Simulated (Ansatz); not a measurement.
C2H6AlNO (`O/C=N/[CH2][AlH2]`) at its PBE0-D4/def2-TZVP geometry, where that method's forces vanish. Total charge 0; spin multiplicity 1.

| atom | x (Å) | y (Å) | z (Å) |
| --- | --- | --- | --- |
| O1 | 1.478 | 2.151 | -1.070 |
| C2 | 0.456 | 1.471 | -0.528 |
| N3 | 0.238 | 0.261 | -0.774 |
| C4 | -0.853 | -0.417 | -0.122 |
| Al5 | -0.204 | -1.782 | 1.149 |
| H6 | 1.956 | 1.527 | -1.634 |
| H7 | -0.138 | 2.108 | 0.135 |
| H8 | -1.453 | -0.941 | -0.876 |
| H9 | -1.553 | 0.270 | 0.389 |
| H10 | -1.206 | -2.920 | 1.631 |
| H11 | 1.282 | -1.728 | 1.701 |

Problem. For each bond, give half the difference of the two atoms' forces along it (eV/Å; positive pushes the atoms apart) under PBE-D4, r2SCAN-D4, B3LYP-D4, ωB97M-V in def2-TZVPP. (Estimate.)

Solution. Computed: 
```
   bond  length (Å)  PBE-D4  r2SCAN-D4  B3LYP-D4  ωB97M-V
  O1–C2       1.342    0.25       0.22      0.29     0.32
  O1–H6       0.967    0.42       0.02     -0.03    -0.13
  C2–N3       1.254    0.63       0.25      0.00    -0.17
  C2–H7       1.094   -0.09      -0.15     -0.16    -0.15
  N3–C4       1.441   -0.12       0.10      0.20     0.40
 C4–Al5       1.975   -0.01      -0.04      0.04    -0.03
  C4–H8       1.097    0.11      -0.02     -0.11    -0.12
  C4–H9       1.105    0.15       0.00     -0.07    -0.13
Al5–H10       1.591    0.04      -0.03     -0.09    -0.11
Al5–H11       1.586    0.05      -0.02     -0.08    -0.11
```

B3LYP here is the variant with VWN-RPA as its local correlation; programs differ in this.
